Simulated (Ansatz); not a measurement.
Coupled-cluster diagnostics for the cluster Cr2B2 (the lowest singlet isomer of a short search), Ansatz.

Geometry of the singlet (r2SCAN-D4/def2-SVP):

Cartesian coordinates in Å:
```
Cr -0.5634 0.7970 0.7060
Cr -0.2133 0.4708 -1.0881
B -0.2830 -1.0613 0.1377
B 1.0598 -0.2064 0.2443
```

Correlated methods freeze 12 core orbitals; core or outer-core shells of Cr are correlated, in sets that lack core-valence functions. At PBE0-D4/def2-TZVP a triplet of charge 0 lies 4.42 eV below the restricted singlet, each at its own geometry. Another isomer (singlet) lies 0.12 eV lower at PBE0-D4/def2-TZVP.

(1) Estimate the CCSD(T) correlation energy, the shares of MP2 and (T), T1 and the reference's ⟨S²⟩ for: charge 0, singlet, own geometry in def2-TZVPP; and the rough time on 4 threads of Arm Neoverse V1 on a shared host.

Answers

(1) 
```tsv
state	basis	correlation (eV)	MP2 share (%)	(T) share (%)	T1	⟨S²⟩ (pure)	wall time	remarks
charge 0, singlet, own geometry	def2-TZVPP	-44.692	84.3	12.6	0.180	0.00 (0.00)	3.9 min	flagged by the program, large T1, restricted SCF unstable
```
Customary marks for T1 are 0.02 (closed shells), 0.045 (open shells) and about 0.05 (3d metals). T1 exceeds 0.02 in 1 of 1 rows and 0.045 in 1; the higher it lies, the less the single-reference result can be trusted.
